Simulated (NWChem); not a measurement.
System: BF cation, doublet

NWChem input:

```
start job
memory heap 200 mb stack 900 mb global 1100 mb
charge 1
geometry units angstroms
  B      0.000000     0.000000    -0.778468
  F      0.000000     0.000000     0.436260
end
basis spherical
  B library def2-tzvp
  F library def2-tzvp
end
dft
  odft
  mult 2
  xc b3lyp
  iterations 150
end
driver
  maxiter 120
end
task dft optimize
task dft freq
```

No stability test was run on the SCF state.

The level has its own optimisation; frequencies are unscaled.

**Question.** Give the results of this calculation. (B3LYP/def2-TZVP, spin-unrestricted.) Quantities: basis functions; r B–F (Å); highest harmonic frequency (cm⁻¹); zero-point energy (kcal/mol).

**Answer.** 
```json
{
 "number_of_basis_functions": "62",
 "r B–F (Å)": "1.215",
 "highest harmonic frequency (cm⁻¹)": "1690",
 "zero-point energy (kcal/mol)": "2.4"
}
```
